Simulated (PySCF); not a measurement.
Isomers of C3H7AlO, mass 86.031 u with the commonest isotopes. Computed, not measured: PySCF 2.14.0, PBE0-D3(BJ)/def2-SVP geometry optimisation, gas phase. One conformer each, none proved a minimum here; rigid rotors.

Problem. Order these by rotational constant C, smallest first.
A. `[CH2:1]=[CH:2][O:3][AlH:4][CH3:5]` with C1–C2–O3–Al4 -26°, C2–O3–Al4–C5 176°
B. `[CH2:1]=[C:2]([CH3:3])[O:4][AlH2:5]` with C1–C2–O4–Al5 178°, C2–O4–Al5–H 180° and -1°
C. `[CH2:1]=[CH:2][AlH:3][O:4][CH3:5]` with C1–C2–Al3–O4 -179°, C2–Al3–O4–C5 -179°

Solution. C (1487 MHz), A (1643 MHz), B (1894 MHz).

Problem. Order these by rotational constant A, largest first.
A. `[CH2:1]=[C:2]([CH3:3])[O:4][AlH2:5]` with C1–C2–O4–Al5 178°, C2–O4–Al5–H 180° and -1°
B. `[CH2:1]=[CH:2][O:3][AlH:4][CH3:5]` with C1–C2–O3–Al4 -26°, C2–O3–Al4–C5 176°
C. `[CH2:1]=[CH:2][AlH:3][O:4][CH3:5]` with C1–C2–Al3–O4 -179°, C2–Al3–O4–C5 -179°

Solution. C (21400 MHz), B (14821 MHz), A (8610 MHz).

Problem. Order these by dipole moment, smallest first.
A. `[CH2:1]=[CH:2][O:3][AlH:4][CH3:5]` with C1–C2–O3–Al4 -26°, C2–O3–Al4–C5 176°
B. `[CH2:1]=[C:2]([CH3:3])[O:4][AlH2:5]` with C1–C2–O4–Al5 178°, C2–O4–Al5–H 180° and -1°
C. `[CH2:1]=[CH:2][AlH:3][O:4][CH3:5]` with C1–C2–Al3–O4 -179°, C2–Al3–O4–C5 -179°

Solution. C (0.19 D), A (1.07 D), B (1.19 D).

```
          SMILES  point group  Ia (u·Å²)  Ib (u·Å²)  Ic (u·Å²)      κ  μa (D)  μb (D)  μc (D)
C=C[O][AlH][CH3]           C1      34.10     281.00     307.59  -0.98    1.07    0.05    0.05
 C=[CH][AlH][O]C           Cs      23.62     319.35     339.77  -0.99    0.08    0.17    0.01
 C=C(C)[O][AlH2]      near Cs      58.70     211.39     266.90  -0.85    0.28    1.16    0.02
```
